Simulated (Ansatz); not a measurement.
Cost and result for the atomization energy of C5H11F2Ga, SMILES `CC(C)(C)[CH2][Ga]([F])[F]` (19 atoms, 18 bonds).

```xyz
19

C     0.8621   -1.4903   -0.8793
C     0.0408   -0.3895   -0.2080
C    -0.6876   -0.9670    1.0024
C    -0.9764    0.1623   -1.2028
C     0.9966    0.7216    0.2369
Ga    0.1508    2.2304    1.1350
F     1.0253    3.6001    1.7838
F    -1.5663    2.4390    1.4214
H     0.2161   -2.3062   -1.2145
H     1.3971   -1.1052   -1.7516
H     1.5999   -1.9077   -0.1888
H    -1.3229   -0.2150    1.4812
H     0.0209   -1.3454    1.7450
H    -1.3335   -1.7974    0.7062
H    -1.6110    0.9258   -0.7421
H    -0.4785    0.6037   -2.0710
H    -1.6333   -0.6324   -1.5653
H     1.7548    0.3371    0.9278
H     1.5448    1.1360   -0.6162
```

The species carries charge 0 and has multiplicity 1. Correlated methods include outer-core shells of Ga, which these sets cover unevenly. Scalar relativity is left out up to krypton. The geometry is a stationary point of PBE0-D4/def2-TZVP. It is one conformer, not always the lowest. Program: Ansatz. All runs use 4 threads of an AMD EPYC 7R13 on a shared host and a share of an NVIDIA H100 80 GB. Times are those of one run each, without the atoms' runs, and a repeat can differ threefold. Electronic energies, without spin–orbit coupling; frozen cores. CCSD(T)/CBS adds CCSD(T) − MP2 in def2-TZVPP to the MP2 limit, and its time is that of the two runs behind it. T1 = 0.012. With those shells the extrapolation isn't a true limit. B3LYP takes the VWN-RPA correlation (the form of Gaussian; ORCA's B3LYP/G). HSE06 is the plane-wave form, built on full-range PBE exchange.

CCSD(T)/CBS is a level of theory with its own doubt, some kJ/mol a heavy atom from the limit and from the frozen cores, so smaller differences don't rank the functionals.

```
                            level  functions  wall time
               BLYP-D4/def2-TZVPP        419      4.3 s
               PBE0-D4/def2-TZVPP        419      4.9 s
  PBE-D4/def2-TZVPP (with forces)        419        6 s
          CAM-B3LYP-D4/def2-TZVPP        419        6 s
                B97M-V/def2-TZVPP        419      6.5 s
B3LYP-D4/def2-TZVPP (with forces)        419        7 s
              HSE06-D4/def2-TZVPP        419      7.5 s
 ωB97M-V/def2-TZVPP (with forces)        419       11 s
              PBE-QIDH/def2-TZVPP        419       11 s
                 CCSD(T)/def2-SVP        185       14 s
                   MP2/def2-QZVPP        818       15 s
               CCSD(T)/def2-TZVPP        419       44 s
                CCSD(T)/CBS(def2)          –       59 s
```

(1) What atomization energy does each give, and how far from CCSD(T)/CBS? (Best estimate.)

## Answers

(1) The calculation gave: 
```tsv
level	atomization (kcal/mol)	difference from CCSD(T)/CBS	per bond
BLYP-D4/def2-TZVPP	1769.4	-16.7	-0.9
PBE0-D4/def2-TZVPP	1788.1	2.0	0.1
PBE-D4/def2-TZVPP (with forces)	1813.2	27.1	1.5
CAM-B3LYP-D4/def2-TZVPP	1788.5	2.4	0.1
B97M-V/def2-TZVPP	1783.4	-2.7	-0.2
B3LYP-D4/def2-TZVPP (with forces)	1775.9	-10.2	-0.6
HSE06-D4/def2-TZVPP	1789.0	2.9	0.2
ωB97M-V/def2-TZVPP (with forces)	1783.7	-2.4	-0.1
PBE-QIDH/def2-TZVPP	1781.8	-4.3	-0.2
CCSD(T)/def2-SVP	1716.2	-69.9	-3.9
MP2/def2-QZVPP	1802.6	16.5	0.9
CCSD(T)/def2-TZVPP	1750.0	-36.1	-2.0
CCSD(T)/CBS(def2)	1786.1	0.0	0.0
```

At CCSD(T), def2-SVP lies −69.8 kcal/mol from the extrapolated value and def2-TZVPP −36.1 kcal/mol: correlation converges slowly with the basis, and small sets miss more of it in the bonded molecule than in its fragments. In def2-TZVPP, CCSD(T) changes the Hartree–Fock value by +413.8 kcal/mol (the triples alone add +23.8 kcal/mol) and MP2 by +445.0 kcal/mol; breaking electron pairs costs correlation energy, which Hartree–Fock lacks. From BLYP to BHLYP (50 % exact exchange), in def2-TZVPP and without D4, the atomization energy moves by −25.3 kcal/mol: exact exchange takes away binding that semilocal exchange gives to molecules.
